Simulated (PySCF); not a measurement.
All values below come from PBE-D3(BJ)/def2-TZVP in PySCF 2.14.0. Isolated molecules, 0 K electronic values unless said otherwise. One relaxed conformer stands for a flexible species; it need not be the lowest. Delta-SCF ions had no search for a lower state. 

Reference species (SMILES): `N#C/N=C/O` (neutral, multiplicity 1).

```yaml
LUMO: -2.73 eV
HOMO–LUMO gap: 4.42 eV
vertical ionisation energy (Delta-SCF): 10.56 eV
```

Changed species: `N#C/N=C\O`.

Task: Give the shifts of the LUMO, HOMO–LUMO gap and vertical ionisation energy (Delta-SCF).

Result: the LUMO decreases by 0.09 eV, to -2.82 eV; the HOMO–LUMO gap goes up by 0.12 eV, to 4.54 eV; the vertical ionisation energy (Delta-SCF) rises by 0.27 eV, to 10.83 eV.
